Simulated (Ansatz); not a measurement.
Several settings on one geometry of the cluster Pd₃H₃⁺ (that of the charge 1 singlet, PBE-D4/def2-TZVP). Ansatz on 4 threads of Arm Neoverse V2 on a shared host; times are rough.

```xyz
6

Pd   -1.307   -0.749    0.606
Pd    0.653    1.113    0.986
Pd   -0.157    0.480   -1.544
H    -0.495   -0.972   -0.821
H     1.131    0.573   -0.505
H     0.176   -0.446    1.278
```

Totals from different functionals, basis sets or treatments of relativity can't be compared as stabilities.

In the def2 sets Pd takes a core potential; there is no spin–orbit coupling.

Scalar relativity in a set contracted without it gives distorted totals.

The spins typed aren't always the lowest for that charge.

**Question.** Give the basis size and estimate the energy, ⟨S²⟩ and time of these runs.

```csv
run,method,charge,state,further keys
1,UKS r2SCAN0-D3(BJ)-ATM/def2-TZVPD,0,doublet,–
2,RKS BHLYP-D4/def2-mTZVP,1,singlet,pseudopotentials: {relativity: scalar}; scf: {lower_state_search: off}; forces asked
3,RKS B97/def2-TZVP,1,singlet,nuclear_model: gaussian
```

**Answer.** 
```csv
run,functions,energy (Eh),⟨S²⟩,wall time
1,147,-385.4961,0.95,78 s
2,108,-384.8977,–,1.9 s
3,138,-385.3231,–,4.9 s
```

At UKS r2SCAN0-D3(BJ)-ATM/def2-TZVPD the charge 0 doublet is spin-contaminated (final ⟨S²⟩ up to 0.95, 0.75 for a pure state).
